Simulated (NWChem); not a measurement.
System meant: C3H5ClSi; SMILES C#CC[SiH2]Cl

The following NWChem deck was run.

```
start job
memory heap 200 mb stack 900 mb global 1100 mb
geometry units angstroms noautoz
  C      1.049102    -2.632850    -0.310339
  C      0.168267    -1.921480     0.110557
  C     -0.883317    -1.031011     0.583056
  Si    -0.883288     0.649670    -0.301774
  Cl     0.821779     1.733988     0.187677
  H      1.827362    -3.266513    -0.669754
  H     -1.875658    -1.477690     0.417637
  H     -0.798127    -0.858959     1.664693
  H     -2.058456     1.438217     0.147034
  H     -0.909222     0.467988    -1.771004
end
basis spherical
  * library def2-svp
end
dft
  xc xpbe96 cpbe96
  iterations 4
  mulliken
end
task dft energy
```

End of the output:

```
    Atom       Charge   Shell Charges
 -----------   ------   -------------------------------------------------------
    1 C    6     6.09   1.97  0.62  0.36  1.85  1.24  0.05
    2 C    6     6.03   1.97  0.63  0.31  1.86  1.19  0.08
    3 C    6     6.23   1.96  0.59  0.32  1.94  1.35  0.07
    4 Si  14    13.59   2.00  1.93  0.70  0.34  5.81  1.29  1.13  0.39
    5 Cl  17    17.06   2.00  1.96  1.05  0.80  5.82  2.26  3.16  0.02
    6 H    1     0.96   0.60  0.28  0.08
    7 H    1     0.94   0.62  0.25  0.07
    8 H    1     0.94   0.62  0.25  0.07
    9 H    1     1.09   0.64  0.42  0.03
   10 H    1     1.08   0.64  0.41  0.03

 center of mass
 --------------
 x =   0.08267203 y =   0.09953408 z =   0.00561161

 moments of inertia (a.u.)
 ------------------
        1029.453662075736           0.000000000000           0.000000000000
           0.000000000000         344.345956534967           0.000000000000
           0.000000000000           0.000000000000        1262.478225106127

     Multipole analysis of the density
     ---------------------------------

     L   x y z        total         alpha         beta         nuclear
     -   - - -        -----         -----         ----         -------
     0   0 0 0     -0.000000    -27.000000    -27.000000     54.000000

     1   1 0 0     -0.557521     -0.278760     -0.278760      0.000000
     1   0 1 0     -0.259154     -0.129577     -0.129577      0.000000
     1   0 0 1      0.068130      0.034065      0.034065     -0.000000

     2   2 0 0    -30.931770    -98.391647    -98.391647    165.851524
     2   1 1 0     -1.283254      5.580888      5.580888    -12.445031
     2   1 0 1     -0.966242      1.273401      1.273401     -3.513045
     2   0 2 0    -34.132768   -272.365577   -272.365577    510.598387
     2   0 1 1      0.333668      0.809898      0.809898     -1.286128
     2   0 0 2    -32.750559    -36.152357    -36.152357     39.554156

 ------------------------------------------------------------------------
 dft energy failed                                                                                  0
 ------------------------------------------------------------------------
 ------------------------------------------------------------------------
  current input line :
    23: task dft energy
 ------------------------------------------------------------------------
 ------------------------------------------------------------------------
 This type of error is most commonly associated with calculations not reaching convergence criteria
 ------------------------------------------------------------------------
 For more information see the NWChem manual at https://nwchemgit.github.io

0:dft energy failed:Received an Error in Communication
```

Question: Can this run be used? If not, why, and what is the fix?

Answer: The run did not converge; its last values are not results. Cause: the SCF was allowed too few iterations. This input runs:
```
start job
memory heap 200 mb stack 900 mb global 1100 mb
geometry units angstroms noautoz
  C      1.049102    -2.632850    -0.310339
  C      0.168267    -1.921480     0.110557
  C     -0.883317    -1.031011     0.583056
  Si    -0.883288     0.649670    -0.301774
  Cl     0.821779     1.733988     0.187677
  H      1.827362    -3.266513    -0.669754
  H     -1.875658    -1.477690     0.417637
  H     -0.798127    -0.858959     1.664693
  H     -2.058456     1.438217     0.147034
  H     -0.909222     0.467988    -1.771004
end
basis spherical
  * library def2-svp
end
dft
  xc xpbe96 cpbe96
  iterations 150
  mulliken
end
task dft energy
```
It converges to -866.17304 Ha (PBE/def2-SVP).
